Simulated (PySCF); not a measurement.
Compound: C4H13PSi2.
Structure used (PBE0-D3(BJ)/def2-SVP), in Å, numbered top down from 1:
```
atom  x, y, z in Å
C1    -1.2922    2.5422    0.0660
Si2   -0.4896    1.0824   -0.8155
C3    -1.5199   -0.5158   -0.6420
C4    -1.0608   -1.2823    0.6073
C5     0.4570   -1.5163    0.6035
Si6    1.3343    0.1595    0.3380
P7     3.2060   -0.1107   -0.9117
H8    -2.2410    2.8237   -0.4174
H9    -0.6312    3.4221    0.0607
H10   -1.5039    2.2855    1.1156
H11   -0.2356    1.4216   -2.2520
H12   -2.6011   -0.3011   -0.6097
H13   -1.3476   -1.1336   -1.5411
H14   -1.5957   -2.2445    0.6886
H15   -1.3395   -0.7094    1.5112
H16    0.7955   -2.0235    1.5207
H17    0.7298   -2.1715   -0.2433
H18    1.6063    0.8301    1.6527
H19    3.5896    1.2644   -0.8354
H20    4.0450   -0.4991    0.1801
```

The closed-shell ground state was solved at several levels (PySCF, density fitting, gas phase, non-relativistic).

```tsv
level	basis functions	total energy (Eh)	HOMO (eV)	LUMO (eV)	gap (eV)	dipole (D)
PBE0/pcSseg-1	205	-1079.9894	-7.26	0.07	7.33	1.48
CAM-B3LYP/def2-SVPD	256	-1080.1313	-8.41	0.94	9.35	1.35
```

(1) What might KT3/pcSseg-1 (205 basis functions) give for the same quantities?

(2) Over all these levels, which gives the widest orbital gap and which the narrowest?

(3) How far do the dipole and the HOMO energy spread over the levels?

## Answers

(1) Total energy -1090.3636 Eh, HOMO -6.25 eV, LUMO -0.72 eV, gap 5.53 eV, dipole 1.37 D.

(2) CAM-B3LYP/def2-SVPD (range-separated hybrid) has the widest, 9.35 eV, and KT3/pcSseg-1 (GGA) the narrowest, 5.53 eV. Functional and basis both differ between the two, so the spread mixes both effects.

(3) The dipole runs from 1.35 to 1.48 D (mean 1.40 D) and the HOMO from -8.41 to -6.25 eV.

One conformer stands for the species.
